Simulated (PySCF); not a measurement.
Computed IR spectrum (relative IR intensity) of a molecule C3H13NSi2. Coordinates come from a B3LYP-D3(BJ)/def2-SVP optimisation. One conformer was computed; it need not be the lowest. These are PySCF 2.14.0 with B3LYP-D3(BJ)/def2-SVP values and carry that method's errors. Frequencies are harmonic and unscaled.

Lines under 2 % of the strongest are left out, and lines within 2 cm⁻¹ are merged.

```tsv
ν (cm⁻¹)	relative intensity
719	22
732	20
877	5.2
932	12
937	100
943	51
949	78
969	90
978	64
1004	6.2
1014	24
1044	52
1148	4.0
1177	44
1195	12
1389	5.0
1395	2.3
1411	10.0
1473	2.6
2187	54
2195	72
2200	72
2213	18
2253	77
2994	8.7
3026	5.8
3032	5.9
3105	4.5
3114	15
3123	6.7
3127	7.3
```

### Question
Pick the molecule that these values belong to.
A. [SiH3]CCCN[SiH3]
B. CC(C)N([SiH3])[SiH3]
C. C[Si](C)(N)C[SiH3]
D. C[SiH2]C[Si@H](C)N

### Answer
B, CC(C)N([SiH3])[SiH3]
